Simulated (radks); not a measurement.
All-electron atom: the mercury ion Hg74+ in [He] 2p2 3d2 (not the ground configuration). All-electron calculation, Dirac Kohn-Sham, PBE, spin-unpolarised, spherical densities, point nucleus; open shells fill j = l - 1/2 first. Program: a radial shooting solver on a logarithmic mesh with Libxc functionals.

Spin-orbit splittings of the eigenvalues, e(l+1/2) - e(l-1/2), with zeta = 2 splitting/(2l+1) and mean radii in bohr:

shell,occ.,splitting (eV),zeta (eV),<r> j=l-1/2,<r> j=l+1/2
2p,2,2154,1436,0.05442,0.06242
3d,2,161.2,64.49,0.1325,0.1363
